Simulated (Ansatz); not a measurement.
Ideal-gas functions of C$_{2}$H$_{5}$GeN (`[CH]1=N[CH2][GeH2]1`) at 800 K and 1 bar, from an Ansatz frequency run at PBE0-D4/def2-TZVP.

Molar mass 115.68 g/mol, point group Cs (symmetry number 1), electronic degeneracy 1, moments of inertia 44.434, 115.291, 150.229 u Å². Harmonic wavenumbers (cm⁻¹, unscaled): 229, 444, 451, 574, 577, 660, 756, 804, 877, 918, 965, 1147, 1171, 1269, 1442, 1642, 2117, 2130, 3082, 3131, 3137.

Use S(trans) = R[1.5 ln M + 2.5 ln T − 1.1517]; rotational temperatures θ = 24.2544 K / I; S(rot) = R[ln(√π/σ · √(T³/θAθBθC)) + 1.5]; for each mode x = 1.438777 ν̃/T, S = R[x/(eˣ − 1) − ln(1 − e⁻ˣ)] and H = RT x/(eˣ − 1); 1 cm⁻¹ = 0.0119627 kJ/mol; R = 8.31446 J/(mol·K).

Q: By hand: the entropy, in J/(mol·K).

A: Translation 188.6. Rotation: θ = 0.5459, 0.2104, 0.1614 K, giving 117.2. Vibration, mode by mode: 15.75, 10.40, 10.28, 8.41, 8.37, 7.36, 6.37, 5.94, 5.34, 5.03, 4.70, 3.63, 3.51, 3.05, 2.39, 1.80, 0.91, 0.89, 0.21, 0.20, 0.20, in all 104.7. Electronic 0.0. Sum 410.5 J/(mol·K).

Q: By hand: H − E and G − E in kJ/mol, counted from the electronic energy.

A: Zero-point energy ½ × 27523 × 0.0119627 = 164.6; thermal vibration 48.7; translation, rotation and pV give 4 RT = 26.6. H − E = 239.9 kJ/mol, and G − E = 239.9 − 800 × 410.5/1000 = -88.5 kJ/mol.

Vibration gives 26 % of the entropy.
